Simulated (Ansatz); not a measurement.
Geometry optimisation, RHF/def2-SVP in Ansatz 0.2.0.

The input (input.yaml):

```yaml
crystal:
  periodic: [false, false, false]
  atoms:
    - { symbol: Ta, position_ang: [0.0, 0.0, 0.0] }
    - { symbol: "N", position_ang: [2.16, 0.0, 0.0] }
    - { symbol: H, position_ang: [2.69, -0.5118, 0.762] }
    - { symbol: H, position_ang: [2.69, 0.5118, -0.762] }
    - { symbol: F, position_ang: [0.0, 0.0, 1.93] }
    - { symbol: "N", position_ang: [0.0, 0.0, -2.16] }
    - { symbol: H, position_ang: [-0.6116, -0.6845, -2.69] }
    - { symbol: H, position_ang: [0.6116, 0.6845, -2.69] }
    - { symbol: O, position_ang: [-1.01, 1.7493, 0.0] }
    - { symbol: H, position_ang: [-1.4859, 1.8638, 0.8834] }
    - { symbol: F, position_ang: [-0.965, -1.6714, 0.0] }
basis:
  gaussian: { orbitals: def2-SVP }
hamiltonian:
  xc: hf
relax:
  f_tol: 0.02
  max_steps: 40
```

Run as:

```bash
$ ansatz run input.yaml --threads 4 --pin off --max-ram 5120MiB --backend cpu --events-out ev --progress --plain --runs-dir out
```

Task: Where does it end, and by what steps?

Result: It converged. After 11 steps the energy has fallen by 1.934 eV; H8 moved furthest, 0.85 Å.

```tsv
step	energy less start (eV)	largest force component (eV/Å)	accepted
0	0.0000	3.145	yes
1	-1.2628	3.219	yes
2	-1.6713	0.951	yes
3	-1.7983	0.971	yes
4	-1.8835	0.284	yes
5	-1.9010	0.329	yes
6	-1.9124	0.757	yes
7	-1.9308	0.165	yes
8	-1.9326	0.054	yes
9	-1.9335	0.047	yes
10	-1.9339	0.041	yes
11	-1.9341	0.017	yes
```

```xyz
11
Properties=species:S:1:pos:R:3
Ta 0.033 -0.069 -0.098
N 1.985 0.002 0.080
H 2.438 -0.030 0.976
H 2.648 0.088 -0.667
F -0.166 -0.255 1.809
N -0.096 0.030 -2.084
H -0.189 -0.762 -2.697
H -0.207 0.879 -2.610
O -0.770 1.652 0.039
H -0.948 2.239 0.758
F -0.647 -1.832 -0.234
```

Whether the end is a true minimum wasn't checked by a vibrational analysis.

The run took 17 s on 4 threads of Arm Neoverse V2 (shared host), peak memory 0.27 GiB.
